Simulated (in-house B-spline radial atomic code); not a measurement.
RPA and G0W0 on LDA VWN5: the bromine ion Br⁷⁺

Configuration [Ar] 3d10, mean-field start LDA VWN5. Computed with a B-spline radial code for spherical atoms: all electrons, non-relativistic, point nucleus, each spin shell either full or empty, empty states to l = 9 with an (l + 1/2)⁻⁴ tail; G0W0 by contour deformation at full frequency.

Command:
```bash
python run_gw.py task.json out
```
Settings (radii: box in bohr, nucleus in fm):
```
Z                        35
electrons                28
configuration            [Ar] 3d10
hamiltonian              nr
method                   lda,vwn
lmax                     9
spin_polarised           False
box_radius               8.41
intervals                49
```

Time taken, with all properties: 1.7 s on 1 thread of Arm Neoverse N1, on a shared host.

Energies (hartree):

```csv
term,value
mean-field total,-2557.20195
Hartree-Fock functional on these orbitals,-2559.39655
direct second order,-2.395
second-order exchange,0.69303
SOSEX correction,0.64656
```

**Question.** What is the RPA correlation energy, and what remains with SOSEX?

**Answer.** RPA gives -2.1205 hartree (-2.06 eV per electron); RPA + SOSEX gives -1.474, and the second-order doubles -1.702 hartree (no singles). SOSEX takes back 30 % of the RPA value.

Quasi-particle levels (eV):

```tsv
level	occupied	mean field	Σx - vxc	Σc	QP weight	G0W0
3d	yes	-177.20	-19.85	?	?	?
4s	no	-109.47	9.48	-1.46	0.993	-101.45
```

G0W0 = mean field + (Σx - vxc) + Σc, with Σc (partial-wave tail included) taken at the quasi-particle energy. Only the outer levels were computed. Levels of low weight are left out.

**Question.** Where does G0W0 put 3d?

**Answer.** At -194.59 eV, with Σc = 2.46 eV and a quasi-particle weight of 0.965. The tabulated removal energy is 192.61 ± 0.06 eV (NIST, measured); the calculation leaves out relativity, Breit and QED terms, and what these don't explain is the method's own error.
